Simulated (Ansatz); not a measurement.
```yaml
crystal:
  periodic: [false, false, false]
  atoms:
    - {symbol: O, position_ang: [-0.105913, 1.281958, -1.256616]}
    - {symbol: Ti, position_ang: [0.009770, -0.005117, -0.001978]}
    - {symbol: O, position_ang: [1.655288, -0.733347, -0.079642]}
    - {symbol: O, position_ang: [-1.236863, -1.269943, -0.302221]}
    - {symbol: O, position_ang: [-0.273273, 0.700863, 1.630682]}
    - {symbol: H, position_ang: [-0.795464, 1.443245, -1.901695]}
    - {symbol: H, position_ang: [2.271812, -0.921403, 0.628990]}
    - {symbol: H, position_ang: [-1.131400, -2.162330, -0.634095]}
    - {symbol: H, position_ang: [-0.305358, 1.619776, 1.899375]}
basis:
  gaussian: {orbitals: def2-SVP}
hamiltonian: {xc: {name: PBE1PBE}, pseudopotentials: {relativity: scalar}}
scf: {lower_state_search: off}
output: {forces: true}
```

```sh
$ ansatz run in.yaml --threads 4 --pin off --events-out ev --progress --plain --max-ram 10444MiB
```

It prints (some lines left out):

```
Error: YAML parse error: error: line 15 column 19: hamiltonian.xc: no functional is named "PBE1PBE"; the names, which are not case-sensitive, are SVWN5, SPW92, PBE, PBE0, PBEsol, revPBE, revPBE0, RPBE, rPW86-PBE, HSE06, wPBEh, LC-wPBE, HISS, HF, BLYP, B3LYP, B3LYP5, BHLYP, CAM-B3LYP, r2SCAN, r2SCANh, r2SCAN0, r2SCAN50, m-r2SCAN, B97, wB97, wB97X, wB97X-V, B97M-V, wB97M-V, B2PLYP, B2GP-PLYP, PBE0-DH, PBE-QIDH
13 | basis:
14 |   gaussian: {orbitals: def2-SVP}
15 | hamiltonian: {xc: {name: PBE1PBE}, pseudopotentials: {relativity: scalar}}
16 | scf: {lower_state_search: off}
17 | output: {forces: true}
```

Task: What is wrong with this run?

Result: The method's name isn't one that the program takes here. The input was rejected before any iteration.

HSE06 is defined as in plane-wave codes.
